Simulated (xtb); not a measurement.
xtb input (GFN2-xTB):

```bash
xtb mol.xyz --gfn 2 --ohess tight --chrg 1 --uhf 0
```
mol.xyz:
```
7

N     -2.00586727    -0.28245935     0.20090332
B     -0.43833689    -0.05729537     0.05809998
Br     0.54015865    -1.59536778     0.11020238
Br     0.11531226     1.74134209    -0.14438157
H     -2.50274527     0.61991614     0.20721675
H     -2.22544874    -0.71920564     1.06537585
H     -2.40080770    -0.82753912    -0.51636064
```

Output:

```
           -------------------------------------------------
          |                Calculation Setup                |
           -------------------------------------------------

           -------------------------------------------------
          |                 G F N 2 - x T B                 |
           -------------------------------------------------

        Reference                      10.1021/acs.jctc.8b01176
      * Hamiltonian:
        H0-scaling (s, p, d)           1.850000    2.230000    2.230000
        zeta-weighting                 0.500000
      * Dispersion:
        s8                             2.700000
        a1                             0.520000
        a2                             5.000000
        s9                             5.000000
      * Repulsion:
        kExp                           1.500000    1.000000
        rExp                           1.000000
      * Coulomb:
        alpha                          2.000000
        third order                    shell-resolved
        anisotropic                    true
        a3                             3.000000
        a5                             4.000000
        cn-shift                       1.200000
        cn-exp                         4.000000
        max-rad                        5.000000

          ...................................................
          :                      SETUP                      :
          :.................................................:
          :  # basis functions                  31          :
          :  # atomic orbitals                  29          :
          :  # shells                           13          :
          :  # electrons                        24          :
          :  max. iterations                   250          :
          :  Hamiltonian                  GFN2-xTB          :
          :  restarted?                      false          :
          :  GBSA solvation                  false          :
          :  PC potential                    false          :
          :  electronic temp.          300.0000000     K    :
          :  accuracy                    1.0000000          :
          :  -> integral cutoff          0.2500000E+02      :
          :  -> integral neglect         0.1000000E-07      :
          :  -> SCF convergence          0.1000000E-05 Eh   :
          :  -> wf. convergence          0.1000000E-03 e    :
          :  Broyden damping             0.4000000          :
          :  net charge                          1          :
          :  unpaired electrons                  0          :
          ...................................................

 iter      E             dE          RMSdq      gap      omega  full diag
   1    -13.2106615 -0.132107E+02  0.885E+00    5.54       0.0  T
   2    -13.2897563 -0.790948E-01  0.897E+00    2.19       1.0  T
   3    -13.5166304 -0.226874E+00  0.355E+00    3.84       1.0  T
   4    -13.5135084  0.312194E-02  0.284E+00    2.95       1.0  T
   5    -13.5412685 -0.277601E-01  0.743E-01    3.48       1.0  T
   6    -13.5414006 -0.132077E-03  0.369E-01    3.50       1.0  T
[...]
     1   7 N        2   5 B                                       1.5818821
     2   5 B        3  35 Br                                      1.8449881 (max)
     2   5 B        4  35 Br                                      1.8443839
     1   7 N        5   1 H                                       1.0305495 (min)
     1   7 N        6   1 H                                       1.0308291
     1   7 N        7   1 H                                       1.0308490

 * 3 distinct bonds (by element types)

   Z      Z             #   av. dist./Å        max./Å        min./Å
   1 H    7 N           3     1.0307426     1.0308490     1.0305495
   5 B    7 N           1     1.5818821     1.5818821     1.5818821
   5 B   35 Br          2     1.8446860     1.8449881     1.8443839
Molecule has the following symmetry elements: (sigma)
It seems to be the Cs point group

           -------------------------------------------------
          |               Frequency Printout                |
           -------------------------------------------------
 projected vibrational frequencies (cm⁻¹)
eigval :       -0.00    -0.00    -0.00     0.00     0.00     0.00
eigval :      -12.62   167.75   237.87   321.73   413.76   741.16
eigval :      791.30   809.99   979.42  1369.19  1417.67  1418.75
eigval :     3207.27  3220.81  3244.45
 reduced masses (amu)
   1: 29.23   2: 62.59   3: 71.96   4: 70.55   5: 72.88   6: 69.18   7:  1.53   8: 66.32
   9: 25.71  10: 11.29  11: 34.55  12: 10.70  13: 11.92  14:  3.94  15:  9.09  16:  2.76
  17:  1.71  18:  1.69  19:  2.03  20:  2.05  21:  1.28
 IR intensities (km·mol⁻¹)
   1: 31.00   2: 10.10   3:  4.33   4:  5.79   5:  3.72   6:  6.73   7:  0.83   8: 22.55
   9:  0.75  10: 23.27  11: 17.12  12:  3.15  13:116.24  14: 72.22  15:151.55  16:395.28
  17: 78.58  18: 73.99  19:111.40  20: 53.14  21:160.68
 Raman intensities (Ä⁴*amu⁻¹)
   1:  0.00   2:  0.00   3:  0.00   4:  0.00   5:  0.00   6:  0.00   7:  0.00   8:  0.00
   9:  0.00  10:  0.00  11:  0.00  12:  0.00  13:  0.00  14:  0.00  15:  0.00  16:  0.00
  17:  0.00  18:  0.00  19:  0.00  20:  0.00  21:  0.00
 output can be read by thermo (or use thermo option).
 writing <g98.out> molden fake output.
 recommended (thermochemical) frequency scaling factor: 1.0
           -------------------------------------------------
          |             Thermodynamic Functions             |
           -------------------------------------------------

cs  symmetry found (for desy threshold:  0.10E+00) used in thermo
 inverting freq            1   12.619693858417568

          ...................................................
          :                      SETUP                      :
          :.................................................:
          :  # frequencies                          15      :
          :  # imaginary freq.                       0      :
          :  linear?                             false      :
          :  only rotor calc.                    false      :
          :  symmetry                               cs      :
          :  rotational number                       1      :
          :  scaling factor                  1.0000000      :
          :  rotor cutoff                   50.0000000 cm⁻¹ :
          :  imag. cutoff                  -20.0000000 cm⁻¹ :
          :.................................................:

    mode    ω/cm⁻¹     T·S(HO)/kcal·mol⁻¹    T·S(FR)/kcal·mol⁻¹   T·S(vib)
   ------------------------------------------------------------------------
       1     12.62    -2.25067 (  0.40%)    -1.46331 ( 99.60%)    -1.46649
       2    167.75    -0.73361 ( 99.22%)    -0.69788 (  0.78%)    -0.73334
       3    237.87    -0.54227 ( 99.81%)    -0.59445 (  0.19%)    -0.54237
   ------------------------------------------------------------------------

   temp. (K)  partition function   enthalpy   heat capacity  entropy
                                   cal/mol     cal/K/mol   cal/K/mol   J/K/mol
 298.15  VIB   71.3                 1906.561     10.495     12.243
         ROT  0.369E+06              888.752      2.981     28.453
         INT  0.263E+08             2795.313     13.476     40.696
         TR   0.249E+28             1481.254      4.968     41.575
         TOT                        4276.5674    18.4441    82.2714   344.2235

       T/K    H(0)-H(T)+PV         H(T)/Eh          T*S/Eh         G(T)/Eh
   ------------------------------------------------------------------------
    298.15    0.681514E-02    0.486280E-01    0.390898E-01    0.953824E-02
   ------------------------------------------------------------------------

         :::::::::::::::::::::::::::::::::::::::::::::::::::::
         ::                  THERMODYNAMIC                  ::
         :::::::::::::::::::::::::::::::::::::::::::::::::::::
         :: total free energy         -13.447927175907 Eh   ::
         ::.................................................::
Note: The following floating-point exceptions are signalling: IEEE_DENORMAL
normal termination of xtb
         :: total energy              -13.457465415162 Eh   ::
         :: zero point energy           0.041812890183 Eh   ::
         :: G(RRHO) w/o ZPVE           -0.032274650927 Eh   ::
         :: G(RRHO) contrib.            0.009538239256 Eh   ::
         :::::::::::::::::::::::::::::::::::::::::::::::::::::
imag cut-off (cm-1) :    5.00
 found            1  significant imaginary frequency
 writing imag mode distorted coords to xtbhess.xyz
 for further optimization.

optimized geometry written to: xtbopt.xyz

           -------------------------------------------------
          | TOTAL ENERGY              -13.457465415162 Eh   |
          | TOTAL ENTHALPY            -13.408837381036 Eh   |
          | TOTAL FREE ENERGY         -13.447927175907 Eh   |
          | GRADIENT NORM               0.000167250282 Eh/α |
          | HOMO-LUMO GAP               3.557902085693 eV   |
           -------------------------------------------------

------------------------------------------------------------------------
------------------------------------------------------------------------
 total:
 SCF:
 ANC optimizer:
 analytical hessian:
```

It need not be the lowest isomer of its formula.
